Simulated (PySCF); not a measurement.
## Calculated data, C3H8B, C2H6BO, CH6B2N, BH4N2Si and others

All values are calculated (PySCF 2.14.0). Calculation on a computer-drawn molecule: optimised geometry and harmonic frequencies of an isolated molecule of the commonest isotopes, restricted reference for singlets and unrestricted otherwise, frozen core in MP2.

Common to all runs: charge 0; multiplicity 2; method HF.

(1) C3H8B

Start structure:
```xyz
12
C3H8B
B     -1.4759    -3.7334    -0.7580
C     -1.7897    -2.3136    -0.2191
C     -0.6276    -1.3478    -0.0576
C     -1.0127     0.0162     0.4800
H     -0.4761    -4.2124    -0.9415
H     -2.3542    -2.3760     0.6902
H     -2.5430    -1.8335    -0.9293
H      0.1044    -1.8087     0.6620
H     -0.1188    -1.2987    -1.0626
H     -0.1350     0.6515     0.5910
H     -1.7523     0.4542    -0.2212
H     -1.4540    -0.0655     1.4834
```

Settings of this run: basis cc-pVDZ.

Results for C3H8B: rotational constants 25.67, 3.987, 3.692 GHz; total energy -142.8816 hartree; spin squared 0.7532; convergence status largest gradient component 2.846e-05 hartree/bohr.

Drawn bonds:
```
atom  other atom  order
   1           2      1
   2           3      1
   3           4      1
   1           5      1
   2           6      1
   2           7      1
   3           8      1
   3           9      1
   4          10      1
   4          11      1
   4          12      1
```

Optimised structure:
```xyz
12
C3H8B
B     -1.5029    -3.7317    -0.8099
C     -1.8141    -2.2871    -0.2926
C     -0.6186    -1.3425    -0.0937
C     -1.0091     0.0143     0.4864
H     -0.4609    -4.3260    -0.7554
H     -2.3125    -2.4637     0.6766
H     -2.5840    -1.8120    -0.9111
H      0.1156    -1.8223     0.5605
H     -0.1138    -1.1914    -1.0535
H     -0.1353     0.6588     0.6088
H     -1.7176     0.5332    -0.1653
H     -1.4817    -0.0974     1.4664
```

Modes:
```
frequency (cm⁻¹)  reduced mass (dalton)
           109.6                  1.706
           208.7                  1.313
           261.9                  2.401
           269.6                  1.105
             427                  2.586
           674.7                  1.319
           836.1                  1.173
           868.3                  2.047
           954.1                  1.489
            1009                  1.594
            1088                  1.587
            1117                  1.937
            1185                  1.972
            1327                  1.488
            1373                  1.536
            1425                    1.1
            1486                  1.407
            1520                  1.152
            1529                  1.285
            1588                  1.055
            1593                   1.04
            1603                  1.086
            2707                  1.095
            3099                  1.071
            3164                  1.044
            3171                  1.058
            3179                  1.085
            3204                  1.102
            3240                  1.104
            3242                  1.103
```

(2) C2H6BO

Start structure:
```xyz
10
C2H6BO
B     -0.3185    -1.5821     2.1159
C      0.2016    -1.2014     0.7097
C     -0.9027    -0.9658    -0.3490
O     -0.4063    -0.4525    -1.5382
H     -1.4194    -1.4873     2.5222
H      0.7333    -0.3160     0.8151
H      0.8594    -2.0044     0.2357
H     -1.5148    -1.9162    -0.5011
H     -1.6474    -0.2505     0.0120
H      0.2813    -1.1150    -1.8956
```

Settings of this run: basis cc-pVDZ.

It finds rotational constants 29.11, 4.193, 3.873 GHz; total energy -178.7022 hartree; spin squared 0.7532; convergence status largest gradient component 2.401e-05 hartree/bohr.

Drawn bonds:
```
atom  other atom  order
   1           2      1
   2           3      1
   3           4      1
   1           5      1
   2           6      1
   2           7      1
   3           8      1
   3           9      1
   4          10      1
```

Optimised structure:
```xyz
10
C2H6BO
B     -0.3218    -1.6059     2.1270
C      0.1689    -1.2149     0.6913
C     -0.9074    -0.9662    -0.3641
O     -0.3877    -0.4816    -1.5718
H     -1.4325    -1.5484     2.5770
H      0.7597    -0.2957     0.8229
H      0.8930    -1.9591     0.3347
H     -1.4882    -1.8810    -0.5312
H     -1.6051    -0.2067    -0.0124
H      0.1875    -1.1318    -1.9466
```

Modes:
```
frequency (cm⁻¹)  reduced mass (dalton)
           88.27                   1.39
           191.1                  1.739
           270.5                   2.54
           324.1                  1.157
           478.8                   3.84
           710.5                  1.327
           877.5                  1.566
           955.5                   1.62
            1030                  1.693
            1109                   2.51
            1184                  4.891
            1220                  1.154
            1349                  1.619
            1412                  1.241
            1491                  1.229
            1516                  1.115
            1549                  1.307
            1620                  1.091
            2716                  1.095
            3134                  1.065
            3151                  1.075
            3171                   1.09
            3252                  1.096
            4143                  1.067
```

(3) CH6B2N

Start structure:
```xyz
10
CH6B2N
B      0.2385    -0.5317     1.7226
C     -0.0706     0.7211     0.9355
N      1.1165    -0.0911     0.4991
B      0.5735    -1.4280     0.2025
H      0.6729    -0.7431     2.8075
H     -0.7717     0.8009     0.2195
H      0.3334     1.7624     1.2851
H      2.0257     0.2430     0.4230
H      1.3415    -2.3231     0.1508
H     -0.4536    -1.5835    -0.3964
```

Settings of this run: basis cc-pVDZ.

Results for CH6B2N: rotational constants 26.6, 4.576, 4.323 GHz; total energy -145.1354 hartree; spin squared 0.7534; convergence status largest gradient component 5.885e-06 hartree/bohr.

Drawn bonds:
```
atom  other atom  order
   1           2      1
   2           3      1
   3           4      1
   1           5      1
   2           6      1
   2           7      1
   3           8      1
   4           9      1
   4          10      1
```

Optimised structure:
```xyz
10
CH6B2N
B     -0.0144     0.5354     2.6554
C      0.0756     0.4845     1.0902
N      0.9879    -0.5005     0.5249
B      0.7093    -1.4262    -0.4690
H      0.7223     0.0340     3.4567
H     -0.9170     0.3283     0.6626
H      0.3552     1.5042     0.7776
H      1.9020    -0.4884     0.9309
H      1.5749    -2.1815    -0.8231
H     -0.3896    -1.4630    -0.9570
```

Modes:
```
frequency (cm⁻¹)  reduced mass (dalton)
           88.67                  2.382
           263.7                  1.146
           307.5                  1.732
           410.5                  1.678
           476.1                  1.869
           751.8                  1.716
           824.9                  1.072
           868.6                  2.082
           939.9                  1.445
            1031                   2.23
            1085                  1.355
            1135                   2.09
            1276                   1.37
            1325                  1.162
            1399                  1.562
            1437                  1.609
            1531                  1.082
            1646                  1.928
            2656                  1.058
            2721                   1.13
            2729                  1.097
            3100                  1.073
            3230                  1.086
            3828                  1.077
```

(4) BH4N2Si

Start structure:
```xyz
8
BH4N2Si
B     -2.9836     0.0705    -1.7236
N     -2.0976    -0.0170    -0.8031
Si    -0.9074    -0.1115     0.4820
N      0.5062     0.8490     0.2719
H     -3.7793     0.1805    -2.5314
H     -0.5174    -1.5091     0.6398
H      1.0284     0.7162    -0.5718
H      0.4356     1.8112     0.4410
```

Settings of this run: basis cc-pV(D+d)Z.

The calculation gives: rotational constants 20.86, 3.443, 3.047 GHz; total energy -424.8849 hartree; spin squared 0.755; convergence status largest gradient component 3.679e-05 hartree/bohr.

Drawn bonds:
```
atom  other atom  order
   1           2      1
   2           3      2
   3           4      1
   1           5      1
   3           6      1
   4           7      1
   4           8      1
```

Optimised structure:
```xyz
8
BH4N2Si
B     -2.9855     0.0913    -1.6808
N     -2.0703    -0.0073    -0.8453
Si    -0.9408    -0.1141     0.4436
N      0.4583     0.8761     0.2930
H     -3.8404     0.1853    -2.4775
H     -0.4677    -1.5135     0.5441
H      1.1815     0.5989    -0.3473
H      0.3498     1.8731     0.2752
```

Modes:
```
frequency (cm⁻¹)  reduced mass (dalton)
           135.3                  3.275
           170.1                  1.592
           218.7                  1.706
           317.9                  2.694
           476.5                  1.753
             660                  1.121
           710.8                    7.5
           815.3                  1.357
           829.6                  1.352
           868.5                  1.955
           886.2                   1.83
           979.9                  1.249
            1690                  1.109
            1967                  5.206
            2292                  1.042
            2984                  1.195
            3751                  1.051
            3847                  1.094
```

(5) CH5B2O

Start structure:
```xyz
9
CH5B2O
B     -1.9356     3.1056    -0.3580
O     -0.7602     2.9918    -0.0273
B      0.4405     2.8535     0.3696
C      0.7746     1.9827     1.6766
H     -2.6539     2.5122    -1.1186
H      1.2885     3.4923    -0.1826
H      1.2105     2.6234     2.4671
H     -0.0609     1.4418     2.0585
H      1.5588     1.1991     1.4492
```

Settings of this run: basis cc-pVDZ.

Results for CH5B2O: rotational constants 45.37, 4.237, 3.969 GHz; total energy -165.0446 hartree; spin squared 0.7532; convergence status largest gradient component 2.52e-05 hartree/bohr.

Drawn bonds:
```
atom  other atom  order
   1           2      1
   2           3      1
   3           4      1
   1           5      1
   3           6      1
   4           7      1
   4           8      1
   4           9      1
```

Optimised structure:
```xyz
9
CH5B2O
B     -1.6468     3.3274    -0.8196
O     -0.9894     2.6158     0.1145
B      0.2959     2.8030     0.5728
C      0.8775     1.8457     1.6719
H     -2.7766     3.0567    -1.1322
H      0.9451     3.7017     0.1064
H      1.2585     2.4275     2.5183
H      0.1545     1.1145     2.0375
H      1.7437     1.3100     1.2648
```

Modes:
```
frequency (cm⁻¹)  reduced mass (dalton)
           66.35                   1.15
           135.1                  6.622
             247                  2.983
           306.8                   1.14
           436.6                  3.214
           701.1                  1.115
           804.2                  1.727
            1024                  1.327
            1070                  1.799
            1088                  2.001
            1180                  1.779
            1312                  2.174
            1402                  3.503
            1462                  1.737
            1553                  1.093
            1559                  1.055
            2674                  1.092
            2694                  1.094
            3159                  1.041
            3215                  1.095
            3265                  1.101
```

(6) BH5NOSi

Start structure:
```xyz
9
BH5NOSi
B      0.4725     1.6899     1.0881
O     -0.2837     0.6298     0.8001
Si    -1.3818    -0.4956     0.8146
N     -0.4441    -1.9258     0.6227
H      0.3339     2.3565     2.1065
H     -2.0522    -0.7115     2.0881
H     -2.2314    -0.1199    -0.2087
H      0.2706    -1.9790    -0.0399
H     -0.9320    -2.7839     0.5703
```

Here we set basis cc-pV(D+d)Z.

The calculation gives: rotational constants 17.56, 3.548, 3.279 GHz; total energy -445.9047 hartree; spin squared 0.7535; convergence status largest gradient component 1.311e-05 hartree/bohr.

Drawn bonds:
```
atom  other atom  order
   1           2      1
   2           3      1
   3           4      1
   1           5      1
   3           6      1
   3           7      1
   4           8      1
   4           9      1
```

Optimised structure:
```xyz
9
BH5NOSi
B      0.4014     1.7188     1.2738
O     -0.1129     0.7447     0.5295
Si    -1.2854    -0.4452     0.6729
N     -0.6784    -2.0259     0.5084
H      0.0586     1.9648     2.4085
H     -1.8916    -0.3077     2.0090
H     -2.2363    -0.1935    -0.4197
H     -0.3637    -2.3535    -0.3857
H     -0.1399    -2.4420     1.2450
```

Modes:
```
frequency (cm⁻¹)  reduced mass (dalton)
           49.62                  2.579
           185.6                  2.594
             259                  1.133
           281.3                  2.224
             382                  1.656
           466.4                  1.728
           603.1                  1.164
           742.1                  9.595
             854                  1.094
           904.3                  3.726
           976.5                  1.281
            1004                  1.118
            1024                  1.172
            1073                  1.292
            1423                  9.334
            1695                  1.115
            2345                  1.042
            2365                  1.039
            2605                  1.091
            3774                  1.051
            3866                  1.095
```

(7) CH6AlBN

Start structure:
```xyz
10
CH6AlBN
B     -1.7862     0.1460     0.8414
Al    -0.2893    -0.9643     0.0826
C     -0.4937    -2.1967    -1.4878
N      0.6194    -3.1109    -1.3560
H     -2.6008     0.4490     1.6133
H      1.1246    -1.2338     0.6843
H     -1.4204    -2.7734    -1.4869
H     -0.4976    -1.7028    -2.4715
H      1.4678    -2.6450    -1.4601
H      0.6429    -3.7328    -0.6386
```

Settings of this run: basis cc-pV(D+d)Z.

The calculation gives: rotational constants 20.61, 2.548, 2.326 GHz; total energy -362.3145 hartree; spin squared 0.7588; convergence status largest gradient component 7.412e-06 hartree/bohr.

Drawn bonds:
```
atom  other atom  order
   1           2      1
   2           3      1
   3           4      1
   1           5      1
   2           6      1
   3           7      1
   3           8      1
   4           9      1
   4          10      1
```

Optimised structure:
```xyz
10
CH6AlBN
B     -1.7956     0.1357     0.8982
Al    -0.2996    -1.1458     0.2773
C     -0.4773    -2.2867    -1.3481
N      0.6615    -3.1638    -1.6905
H     -2.6536     0.8766     1.2619
H      1.0295    -1.2045     1.1446
H     -1.3703    -2.9188    -1.2646
H     -0.6886    -1.6594    -2.2231
H      1.4966    -2.6150    -1.8120
H      0.8642    -3.7830    -0.9232
```

Modes:
```
frequency (cm⁻¹)  reduced mass (dalton)
           23.51                  2.363
           129.1                  3.545
             204                  1.123
           274.6                  3.372
           279.7                  1.273
             380                  1.108
           551.8                  2.132
           657.2                  2.067
           658.5                  1.439
           681.2                  2.957
           762.1                  1.412
            1002                   1.38
            1114                  3.464
            1124                  1.015
            1343                  1.312
            1480                  1.205
            1543                  1.072
            1783                  1.082
            1956                  1.042
            2809                    1.1
            3140                  1.061
            3172                  1.099
            3705                  1.052
            3778                  1.092
```

(8) AlBH4NSi

Start structure:
```xyz
8
AlBH4NSi
B      1.2345    -2.0285    -1.4764
Al     0.6715    -1.2811     0.3390
N     -0.9859    -1.2383     0.8286
Si    -2.6150    -1.2584     1.3560
H      1.3755    -2.5712    -2.5043
H      1.6219    -0.6013     1.3398
H     -3.7044    -1.7280     0.6112
H     -3.0041    -0.6292     2.6039
```

Settings of this run: basis cc-pV(D+d)Z.

Results for AlBH4NSi: rotational constants 16.97, 1.878, 1.725 GHz; total energy -612.2416 hartree; spin squared 0.7594; convergence status largest gradient component 1.893e-05 hartree/bohr.

Drawn bonds:
```
atom  other atom  order
   1           2      1
   2           3      1
   3           4      2
   1           5      1
   2           6      1
   4           7      1
   4           8      1
```

Optimised structure:
```xyz
8
AlBH4NSi
B      1.1419    -1.8394    -1.5324
Al     0.6125    -1.4483     0.4295
N     -1.0764    -1.3054     0.8923
Si    -2.5658    -1.1784     1.3321
H      1.4599    -2.0625    -2.6586
H      1.7669    -1.2819     1.5005
H     -3.4082    -2.2993     1.7907
H     -3.3369     0.0793     1.3436
```

Modes:
```
frequency (cm⁻¹)  reduced mass (dalton)
           87.08                  3.313
           95.63                  4.206
           135.2                  1.185
           183.8                  1.188
           238.7                  4.553
             493                  1.266
             544                  6.436
           635.2                  1.556
           691.8                   2.65
           752.4                  1.246
             759                  1.186
           771.1                  1.401
            1101                  1.057
            1431                  14.59
            1968                  1.042
            2337                  1.055
            2348                  1.031
            2801                    1.1
```

(9) CH6AlB2

Start structure:
```xyz
10
CH6AlB2
B      2.1288     0.9706     0.5548
C      2.5545    -0.2162     0.0220
Al     0.5789    -0.3163     1.1218
B     -1.4304    -0.2239     0.4585
H      2.1413     2.0680     0.2127
H      3.0772    -0.4082    -0.9588
H      2.6705    -1.1936     0.6589
H      0.9585    -1.3464     2.2642
H     -1.7879     0.1549    -0.5701
H     -2.3063    -0.6661     1.1853
```

Here we set basis cc-pV(D+d)Z.

It finds rotational constants 9.704, 3.476, 2.794 GHz; total energy -332.5438 hartree; spin squared 0.7545; convergence status largest gradient component 1.773e-05 hartree/bohr.

Drawn bonds:
```
atom  other atom  order
   1           2      1
   2           3      1
   3           4      1
   1           5      1
   2           6      1
   2           7      1
   3           8      1
   4           9      1
   4          10      1
```

Optimised structure:
```xyz
10
CH6AlB2
B      2.3871     1.3117     0.6243
C      2.3724    -0.1835     0.3290
Al     0.6610    -0.9545     1.0292
B     -1.2589    -0.2009     0.4281
H      1.8524     2.1884    -0.0001
H      2.2981    -0.4139    -0.7462
H      3.1704    -0.7690     0.7912
H      0.7848    -2.2074     1.9946
H     -1.8251    -0.5757    -0.5671
H     -1.8571     0.6276     1.0662
```

Modes:
```
frequency (cm⁻¹)  reduced mass (dalton)
           32.38                  2.239
           127.2                  2.606
           165.7                  1.134
             208                   3.38
           337.2                  1.172
           382.8                  1.196
           518.1                    3.8
           587.9                  1.788
           610.8                  1.646
           646.5                  1.425
           728.6                  1.094
           864.8                   1.23
           904.5                  1.353
           944.2                  1.283
            1097                  1.667
            1144                  2.386
            1246                  1.131
            1511                  1.162
            1962                  1.042
            2643                  1.055
            2694                  1.095
            2708                  1.119
            3112                  1.066
            3234                  1.093
```

(10) AlB2H4O

Start structure:
```xyz
8
AlB2H4O
B      2.1212    -3.1021    -1.6876
O      1.6050    -2.9303    -0.5157
Al     1.0375    -2.5398     1.0376
B      0.8037    -0.5696     1.4611
H      2.4206    -4.0679    -2.3627
H      0.9730    -4.0075     1.6927
H      1.6993     0.1509     1.8580
H     -0.1469    -0.0171     1.1287
```

It was run with basis cc-pV(D+d)Z.

It finds rotational constants 16.85, 3.125, 2.718 GHz; total energy -368.4777 hartree; spin squared 0.7539; convergence status largest gradient component 5.782e-06 hartree/bohr.

Drawn bonds:
```
atom  other atom  order
   1           2      1
   2           3      1
   3           4      1
   1           5      1
   3           6      1
   4           7      1
   4           8      1
```

Optimised structure:
```xyz
8
AlB2H4O
B      2.5525    -3.4109    -1.5701
O      1.8652    -3.0548    -0.4999
Al     1.1712    -2.6290     0.9987
B      0.7483    -0.5595     1.3642
H      2.0463    -3.7281    -2.6235
H      0.8897    -3.8252     1.9884
H      1.5475     0.1811     1.8749
H     -0.3072    -0.0571     1.0794
```

Modes:
```
frequency (cm⁻¹)  reduced mass (dalton)
           83.63                  4.566
           98.79                  2.997
             144                   1.15
           195.8                  3.841
             206                  1.289
           396.9                  1.101
           550.6                  4.038
           638.5                   1.36
             672                  1.898
           730.2                   2.16
           907.7                   1.38
            1069                  1.296
            1247                  1.132
            1470                  10.84
            1997                  1.043
            2597                  1.092
            2654                  1.055
            2722                   1.12
```
